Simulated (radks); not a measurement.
The numbers below are computed, except where a source is named.
All-electron atom: Tb+ in [Xe] 4f9 6s1 (the NIST ground configuration).

Code: a radial shooting solver on a logarithmic mesh with Libxc functionals. Model: scalar-relativistic Kohn-Sham, BLYP, spin-unpolarised, spherical densities, finite nucleus; Fermi nuclear charge, rms radius 5.06 fm.

Energy parts (eV):
part                      energy
total                 -318607.87
kinetic                342874.83
electron-nucleus      -778159.40
Hartree                123657.32
exchange-correlation    -6980.62

Orbitals (lengths in bohr, moments of r in powers of bohr):
[
 {"orbital": "1s", "occ.": "2", "eigenvalue (eV)": "-51864.19", "<r^4>": "1.063e-06", "<r>": "0.02151"},
 {"orbital": "2s", "occ.": "2", "eigenvalue (eV)": "-8602.988", "<r^4>": "0.0001681", "<r>": "0.09150"},
 {"orbital": "2p", "occ.": "6", "eigenvalue (eV)": "-7646.350", "<r^4>": "0.0001261", "<r>": "0.08088"},
 {"orbital": "3s", "occ.": "2", "eigenvalue (eV)": "-1912.657", "<r^4>": "0.006467", "<r>": "0.2394"},
 {"orbital": "3p", "occ.": "6", "eigenvalue (eV)": "-1617.585", "<r^4>": "0.006789", "<r>": "0.2381"},
 {"orbital": "3d", "occ.": "10", "eigenvalue (eV)": "-1232.816", "<r^4>": "0.005392", "<r>": "0.2165"},
 {"orbital": "4s", "occ.": "2", "eigenvalue (eV)": "-383.5574", "<r^4>": "0.1594", "<r>": "0.5415"},
 {"orbital": "4p", "occ.": "6", "eigenvalue (eV)": "-286.4018", "<r^4>": "0.2100", "<r>": "0.5737"},
 {"orbital": "4d", "occ.": "10", "eigenvalue (eV)": "-153.0267", "<r^4>": "0.3341", "<r>": "0.6239"},
 {"orbital": "5s", "occ.": "2", "eigenvalue (eV)": "-53.7056", "<r^4>": "5.883", "<r>": "1.326"},
 {"orbital": "5p", "occ.": "6", "eigenvalue (eV)": "-31.0329", "<r^4>": "12.56", "<r>": "1.572"},
 {"orbital": "4f", "occ.": "9", "eigenvalue (eV)": "-9.2059", "<r^4>": "4.658", "<r>": "0.9042"},
 {"orbital": "6s", "occ.": "1", "eigenvalue (eV)": "-8.7854", "<r^4>": "375.2", "<r>": "3.743"}
]

The highest occupied level is 6s at -8.785 eV. Summed over all electrons, <r^2> = 55.39 bohr^2, which gives a Langevin (diamagnetic) susceptibility term of -43.9 x 10^-6 cm^3/mol.
